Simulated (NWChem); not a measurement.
CdF2; SMILES [F][Cd][F]

Program: NWChem. def2 effective core potentials on Cd; no spin-orbit coupling. Each level has its own optimisation; frequencies are unscaled.

```tsv
level	r Cd–F (Å)	highest harmonic frequency (cm⁻¹)	lowest (cm⁻¹)	zero-point energy (kcal/mol)
BLYP/def2-SVP	1.940	647	134	2.1
CAM-B3LYP/def2-SVP	1.911	692	138	2.2
PBE0/def2-SVP	1.919	679	136	2.2
```
